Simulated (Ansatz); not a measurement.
Reaction: H6Si2O (SMILES [SiH3]O[SiH3]) → H5Si2O (SMILES [SiH2]O[SiH3], doublet) + H (doublet) (the H-Si bond breaks)
Each species at its own B3LYP-D3(BJ)/def2-TZVP minimum (Ansatz, a first-principles code).

Total energies in hartree (Ansatz). Radicals and triplets start from unrestricted determinants; spin-orbit coupling is neglected. Correlated methods leave the cores frozen. No relativity. Where a partner has so few electrons that a lower coupled-cluster level is exact, that level stands in.

```tsv
species	HF/cc-pV(T+d)Z	CCSD(T)/cc-pV(T+d)Z	HF/cc-pV(Q+d)Z	CCSD(T)/cc-pV(Q+d)Z	CCSD(T)/cc-pV(D+d)Z	CCSDT(Q)/cc-pV(D+d)Z
1: H6Si2O (SMILES O([SiH3])[SiH3])	-656.37361	-656.92374	-656.38864	-656.97366	-656.75402	-656.75575
2: H5Si2O (SMILES [SiH2]O[SiH3], doublet)	-655.74910	-656.26950	-655.76390	-656.31785	-656.10496	-656.10679
3: H (doublet)	-0.49981	-0.49981	-0.49995	-0.49995	-0.49928	-0.49928
```

Task: Work out the bond dissociation energy (electronic) in kcal/mol: take Hartree-Fock from cc-pV(Q+d)Z, extrapolate the CCSD(T) correlation energy as X^-3 (X = 3, 4), and add CCSDT(Q) - CCSD(T) in cc-pV(D+d)Z. 1 hartree = 627.51 kcal/mol.

Result: 
Species 1: correlation (64·(-0.58502) - 27·(-0.55013))/37 = -0.61048; step -0.00173; E1 = -656.38864 + (-0.61048) + (-0.00173) = -657.00085
Species 2: correlation (64·(-0.55395) - 27·(-0.52040))/37 = -0.57843; step -0.00183; E2 = -655.76390 + (-0.57843) + (-0.00183) = -656.34416
Species 3: correlation (64·(0.00000) - 27·(0.00000))/37 = 0.00000; step +0.00000; E3 = -0.49995 + (0.00000) + (+0.00000) = -0.49995
-1·E1 +1·E2 +1·E3 = 0.15674 hartree = 98.4 kcal/mol.
